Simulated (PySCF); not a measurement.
Species: C₆H₁₂N (charge +1).
Z-matrix (Å and degrees, GFN2-xTB geometry), rows numbered from 1:
```
C 
C   1  1.3196
C   2  1.5013  1  123.36
N   3  1.4805  2  110.92  1   122.76
C   4  1.4952  3  118.44  2    72.97
C   5  1.5323  4   90.35  3   133.94
C   4  1.4945  3  118.33  2   179.86
H   1  1.0776  2  122.22  3    -0.31
H   1  1.0752  2  121.51  3   178.39
H   2  1.0809  1  120.97  3  -178.42
H   3  1.0938  2  110.50  1  -117.75
H   3  1.0926  2  110.35  1     2.71
H   4  1.0233  3  107.42  2   -53.21
H   5  1.0877  4  114.20  3  -105.66
H   5  1.0891  4  110.59  3    18.47
H   6  1.0863  5  113.77  4   103.77
H   6  1.0849  5  115.90  4  -128.64
H   7  1.0892  4  110.57  3   -18.42
H   7  1.0878  4  114.09  3   105.45
```

Definitions: NICS(0) = −σiso at the ring centroid; NICS(1) = −σiso and NICS(1)zz = −σzz at ±1 Å along the ring normal z. Level: GIAO PBE0/pcSseg-1 (PySCF, non-relativistic, gas phase) on the GFN2-xTB geometry, one conformer.

Ring bond lengths (Å), with Mayer bond orders in brackets: N4–C5 1.495 (0.85), C5–C6 1.532 (1.02), C6–C7 1.533 (1.02), C7–N4 1.495 (0.84).

Problem. What do the NICS probes read (ppm)?

Solution. 
| ring | type | NICS(0) | NICS(1), two faces | NICS(1)zz, two faces | rms pucker (Å) | centre to ring atoms, mean (Å) |
| --- | --- | --- | --- | --- | --- | --- |
| N4–C5–C6–C7 | 4-membered ring with N; formal bonds all single | -1.7 | -0.2 / -0.1 | 2.8 / 4.3 | 0.07 | 1.07 |

Problem. What can be read from them?

Solution. 
- N4–C5–C6–C7: mean NICS(1)zz 3.5 ppm, deshielded. N4, C5, C6, C7 have four or more neighbours, and the NICS criterion for π rings isn't applied.

Problem. At the first NICS(1) probe listed for ring N4–C5–C6–C7, 1 Å off the ring, what do the in-plane components average?

Solution. The isotropic value is a third of the trace: (3 × -0.2 − (2.8))/2 = -1.7 ppm.

Problem. How shielded are the nuclei of the rings and their hydrogens (means over atoms taken as equivalent)?

Solution. 
```json
{"atoms": "N4", "environment": "ammonium nitrogen", "σ isotropic (ppm)": "188.9"}
{"atoms": "C5 (×2)", "environment": "sp3 carbon bound to nitrogen", "σ isotropic (ppm)": "129.9"}
{"atoms": "C6", "environment": "four-membered-ring carbon", "σ isotropic (ppm)": "170.0"}
{"atoms": "H13", "environment": "N–H hydrogen", "σ isotropic (ppm)": "27.23"}
{"atoms": "H14 (×2)", "environment": "methylene hydrogen", "σ isotropic (ppm)": "27.17"}
{"atoms": "H15 (×2)", "environment": "methylene hydrogen", "σ isotropic (ppm)": "27.34"}
{"atoms": "H16", "environment": "methylene hydrogen", "σ isotropic (ppm)": "28.64"}
{"atoms": "H17", "environment": "methylene hydrogen", "σ isotropic (ppm)": "28.93"}
```

Hardware: an Arm Neoverse V2 with one thread (shared host). Cost: 22 s, 0.81 GiB resident at most. This is the whole shielding run at PBE0/pcSseg-1, SCF included.
